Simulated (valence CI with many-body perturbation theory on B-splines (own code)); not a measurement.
## Tc XXX in three bases

Computed by valence CI with perturbative core correlation (CI+MBPT): four valence electrons over a frozen Dirac-Fock core [Ne], radial functions for each j: 9 s, 9 p, 8 d, 6 f, 3 g, 1 h, with the one-electron correlation potential Σ1 (screened to all orders), the two-electron term Σ2, the three-electron term Σ3, Breit, model QED; selected single and double excitations, second order for the rest, scaled by the run's own slope (own B-spline code, finite nucleus).

The last digits are not significant, and no measured levels were compared; by estimate large intervals hold to a few tenths of a per cent, small ones and those within an open d or f shell to about a per cent.

The reference run has the lowest level (3s^2 3p1/2^2) J=0 and an ionisation energy of 1636.78 eV. Its largest variational space holds 20220 state functions.

Levels are named by their leading jj configuration (3d3/2^4 stands for four electrons in 3d with j = 3/2), which in mixed levels can hold well under half, so a name can repeat and another be missing. Letters in brackets count levels of one name in rising energy.

Changed runs:
A. basis 6 s, 6 p, 5 d, 3 f, 1 g
B. basis 5 s, 5 p, 4 d, 2 f

Excitation energies of the reference run in cm⁻¹, and shifts in cm⁻¹:

| Level | Reference | A | B |
| --- | --- | --- | --- |
| (3s^2 3p1/2 3p3/2) J=1 | 183532 | -68 | -186 |
| (3s^2 3p1/2 3p3/2) J=2 | 220309 | +19 | +115 |
| (3s^2 3p3/2^2) J=2 | 431392 | -5.7 | +56 |
| (3s^2 3p3/2^2) J=0 | 517446 | +114 | +386 |
| (3s 3p1/2^2 3p3/2) J=2 | 743736 | -183 | -547 |
| (3s 3p1/2^2 3p3/2) J=1 | 867836 | -1.7 | +31 |
| (3s 3p1/2 3p3/2^2) J=2 [a] | 929572 | -115 | -322 |
| (3s 3p1/2 3p3/2^2) J=3 | 986050 | -60 | -138 |
| (3s^2 3p1/2 3d3/2) J=2 | 1035090 | +83 | +138 |
| (3s 3p1/2 3p3/2^2) J=0 | 1066900 | +17 | +122 |
| (3s 3p1/2 3p3/2^2) J=1 [a] | 1087920 | +3.5 | +66 |
| (3s 3p1/2 3p3/2^2) J=2 [b] | 1131800 | +141 | +417 |
| Ionisation energy (eV) | 1636.78 | -0.028 | -0.09 |
